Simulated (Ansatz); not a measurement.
Cost and result up the ladder for the cluster Be3Se3 (the lowest singlet isomer of a short search) (6 atoms). The state is a singlet with charge 0. Geometry: PBE0-D4/def2-SVP.

```xyz
6

Be   -0.7034    0.8406   -0.9597
Be    0.1202   -1.4324   -0.2369
Be    0.5824    0.5916    1.1969
Se   -0.9297   -0.9444   -1.9104
Se    1.1226   -1.3415    1.5318
Se   -0.1920    2.2861    0.3783
```

Ansatz on 4 threads of Intel Xeon Platinum 8375C on a shared host. Times are rough, and most runs start from the orbitals of an earlier one. CAM-B3LYP-D4/def2-TZVP serves as the yardstick here, not as an exact answer. Differences are given only for rows in sets of like size (and for xTB, whose basis is part of the method), since another set adds its own error. Binding counts from free atoms at the same level (Be singlet, Se triplet; other spins of the atoms weren't run), without zero-point energy or a counterpoise term.

The 6-31G sets use Cartesian d functions. B3LYP takes the VWN-RPA correlation. Correlated methods freeze 27 core orbitals; core or outer-core shells of Se are correlated, in sets that lack core-valence functions. The rows differ in basis, and correlated rows in double-zeta sets carry the largest basis error. The structure comes from a short search, and lower isomers may exist.

Correlated methods converge slowly with the basis, most of all in double-zeta sets.

| level | functions | wall time | binding energy per atom (eV) | difference from CAM-B3LYP-D4/def2-TZVP (eV) |
| --- | --- | --- | --- | --- |
| HF/6-31G | 114 | 2.4 s | 2.22 | – |
| B3LYP-D4/6-31G | 114 | 3.1 s | 3.10 | – |
| PBE-D4/def2-TZVP | 201 | 3.5 s | 3.37 | 0.17 |
| PBE0-D4/def2-SVP | 123 | 3.5 s | 3.33 | – |
| PBE0-D4/def2-TZVP | 201 | 7 s | 3.32 | 0.12 |
| RPA@PBE/def2-TZVP | 201 | 8 s | 2.68 | -0.52 |
| r2SCAN-D4/def2-TZVP (with forces) | 201 | 8.5 s | 3.39 | 0.19 |
| CAM-B3LYP-D4/def2-TZVP | 201 | 8.5 s | 3.20 | 0.00 |
| MP2/def2-TZVP | 201 | 8.5 s | 3.22 | 0.02 |
| PBE0-D4/def2-TZVPD | 237 | 9.5 s | 3.32 | 0.12 |
| r2SCAN0-D4/def2-TZVP | 201 | 11 s | 3.32 | 0.12 |
| r2SCANh-D4/def2-TZVP | 201 | 12 s | 3.36 | 0.16 |
| r2SCANh-D4/def2-TZVPD | 237 | 12 s | 3.36 | 0.16 |
| CCSD(T)/def2-SVP | 123 | 21 s | 2.69 | – |
